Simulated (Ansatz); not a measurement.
Stepwise reaction of `O[Si](O)(O)O[SiH2]F` with hydrogen, as a gas-phase model of exchange steps in deposition or etching. ΔE in kJ/mol.

Isolated molecules relaxed with PBE0-D4/def2-TZVP in Ansatz; ΔE leaves out vibrations. CCSD(T)/CBS adds triple-zeta CCSD(T) − MP2 to the extrapolated MP2 energy (def2 sets, frozen cores). This one scheme is used for every species. Functionals use def2-TZVPP. B3LYP here is the variant with VWN-RPA as its local correlation; programs differ in this. Each species was taken in one conformer, which may not be the lowest.

| step | reaction | PBE-D4 | B3LYP-D4 | ωB97M-V | CCSD(T)/CBS |
| --- | --- | --- | --- | --- | --- |
| 1 | `O[Si](O)(O)O[SiH2]F` + H₂ → `O[SiH](O)O[SiH2]F` + H₂O | 93.6 | 101.0 | 101.8 | 97.9 |
| 3 | `O[SiH2]O[SiH2]F` + H₂ → `F[SiH2]O[SiH3]` + H₂O | 86.4 | 91.7 | 92.8 | 90.3 |

Problem. Give the row of step 2, `O[SiH](O)O[SiH2]F` + H₂ → `O[SiH2]O[SiH2]F` + H₂O. (Estimate.)

Solution. Ansatz gave: 
| step | reaction | PBE-D4 | B3LYP-D4 | ωB97M-V | CCSD(T)/CBS |
| --- | --- | --- | --- | --- | --- |
| 2 | `O[SiH](O)O[SiH2]F` + H₂ → `O[SiH2]O[SiH2]F` + H₂O | 95.7 | 102.3 | 103.1 | 100.1 |

Problem. By hand: ΔE of the 3 steps together at CCSD(T)/CBS.

Solution. (97.9) + (100.1) + (90.3) = 288.3 kJ/mol, or 96.1 kJ/mol a step.

In ΔE step 3 is the lowest and step 2 the highest. All are uphill at CCSD(T)/CBS. PBE-D4 differs from CCSD(T)/CBS by -4.4 to -3.9 kJ/mol a step. Isolated molecules leave out the surface, adducts and barriers. Largest T1 diagnostic: 0.012.
